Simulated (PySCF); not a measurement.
**Atomic charges against the basis set**

C4H7FSi.
Z-matrix (Å and degrees, PBE0-D3(BJ)/def2-SVP geometry), rows numbered from 1:
```
F 
C   1  1.3920
C   2  1.5298  1  108.85
C   3  1.5072  2  110.45  1    93.69
C   4  1.3439  3  119.35  2    15.45
Si  5  1.8650  4  109.19  3    -0.53
H   2  1.1019  1  107.63  3  -121.12
H   3  1.1034  2  108.79  1   -29.58
H   3  1.1055  2  110.38  1  -145.42
H   4  1.0976  3  118.31  2  -166.81
H   5  1.0930  4  121.21  3   177.94
H   6  1.4979  2  113.18  1   146.15
H   6  1.4919  2  112.31  1    22.61
```

PBE0 throughout (PySCF), one geometry, spherical d and f functions. One conformer (not necessarily the lowest) at the PBE0-D3(BJ)/def2-SVP geometry, without solvent, vibrations or thermal averaging. The first 7 of 13 kinds of atom are listed.

Mulliken charges (e):

| basis | functions | F1 | C2 | C3 | C4 | C5 | Si6 | H7 |
| --- | --- | --- | --- | --- | --- | --- | --- | --- |
| pcSseg-0 | 72 | -0.373 | -0.371 | -0.545 | -0.118 | -0.765 | +0.977 | +0.256 |
| 6-31G* | 102 | -0.346 | +0.018 | -0.424 | -0.129 | -0.348 | +0.449 | +0.168 |
| cc-pVDZ | 123 | -0.248 | +0.051 | -0.045 | -0.055 | -0.143 | +0.346 | +0.034 |
| def2-SVP | 123 | -0.281 | -0.006 | -0.033 | -0.069 | -0.252 | +0.497 | +0.051 |
| aug-cc-pVDZ | 205 | -0.533 | +0.751 | +0.332 | +0.720 | -0.014 | -0.254 | -0.301 |
| 6-311+G(2d,p) | 212 | -0.261 | -0.092 | -0.391 | +0.052 | -0.363 | +0.509 | +0.130 |
| def2-TZVP | 234 | -0.231 | +0.020 | -0.134 | -0.169 | -0.246 | +0.233 | +0.089 |
| cc-pVTZ | 282 | -0.235 | +0.076 | -0.163 | -0.102 | -0.264 | +0.266 | +0.063 |
| IGLO-III | 289 | -0.266 | -0.107 | -0.200 | -0.001 | -0.386 | +0.792 | +0.094 |
| pcSseg-2 | 321 | -0.301 | +0.041 | +0.017 | -0.078 | -0.261 | +0.589 | +0.044 |

IAO charges (e):

```tsv
basis	functions	F1	C2	C3	C4	C5	Si6	H7
pcSseg-0	72	-0.294	-0.106	-0.306	-0.113	-0.421	+0.602	+0.150
6-31G*	102	-0.317	-0.076	-0.284	-0.105	-0.441	+0.712	+0.136
cc-pVDZ	123	-0.320	-0.073	-0.284	-0.109	-0.440	+0.703	+0.139
def2-SVP	123	-0.321	-0.076	-0.280	-0.103	-0.440	+0.720	+0.136
aug-cc-pVDZ	205	-0.337	-0.073	-0.288	-0.113	-0.447	+0.708	+0.144
6-311+G(2d,p)	212	-0.337	-0.082	-0.289	-0.112	-0.455	+0.740	+0.145
def2-TZVP	234	-0.336	-0.081	-0.289	-0.110	-0.458	+0.748	+0.144
cc-pVTZ	282	-0.333	-0.079	-0.290	-0.111	-0.454	+0.734	+0.143
IGLO-III	289	-0.338	-0.083	-0.290	-0.112	-0.458	+0.749	+0.145
pcSseg-2	321	-0.337	-0.082	-0.290	-0.110	-0.458	+0.746	+0.144
```

**Question.** Which scheme is steadiest as the basis changes?

**Answer.** Largest range over the bases for any column: IAO 0.15 e, Mulliken 1.23 e. IAO charges move least and Mulliken charges most, counted in e.

**Question.** How much do the charges still move between the two largest bases, IGLO-III and pcSseg-2?

**Answer.** At most, over all atoms: Mulliken 0.217 e, IAO 0.002 e.

**Question.** What do the same runs give for the total energy, the frontier levels and the dipole moment?

**Answer.** 
```json
{"basis": "pcSseg-0", "energy (Eh)": "-544.6086", "HOMO (eV)": "-7.77", "LUMO (eV)": "-0.23", "μ (D)": "2.03"}
{"basis": "6-31G*", "energy (Eh)": "-545.5085", "HOMO (eV)": "-7.44", "LUMO (eV)": "0.01", "μ (D)": "1.82"}
{"basis": "cc-pVDZ", "energy (Eh)": "-545.5441", "HOMO (eV)": "-7.55", "LUMO (eV)": "-0.17", "μ (D)": "1.79"}
{"basis": "def2-SVP", "energy (Eh)": "-545.2537", "HOMO (eV)": "-7.64", "LUMO (eV)": "-0.26", "μ (D)": "1.83"}
{"basis": "aug-cc-pVDZ", "energy (Eh)": "-545.5650", "HOMO (eV)": "-7.65", "LUMO (eV)": "-0.43", "μ (D)": "1.92"}
{"basis": "6-311+G(2d,p)", "energy (Eh)": "-545.6212", "HOMO (eV)": "-7.68", "LUMO (eV)": "-0.46", "μ (D)": "1.96"}
{"basis": "def2-TZVP", "energy (Eh)": "-545.6445", "HOMO (eV)": "-7.67", "LUMO (eV)": "-0.40", "μ (D)": "1.89"}
{"basis": "cc-pVTZ", "energy (Eh)": "-545.6368", "HOMO (eV)": "-7.64", "LUMO (eV)": "-0.35", "μ (D)": "1.84"}
{"basis": "IGLO-III", "energy (Eh)": "-545.6512", "HOMO (eV)": "-7.67", "LUMO (eV)": "-0.44", "μ (D)": "1.91"}
{"basis": "pcSseg-2", "energy (Eh)": "-545.6507", "HOMO (eV)": "-7.69", "LUMO (eV)": "-0.45", "μ (D)": "1.94"}
```

The dipole is fixed by the density alone, so its range of 0.24 D shows that the density itself changes with the basis, not only its division among atoms.
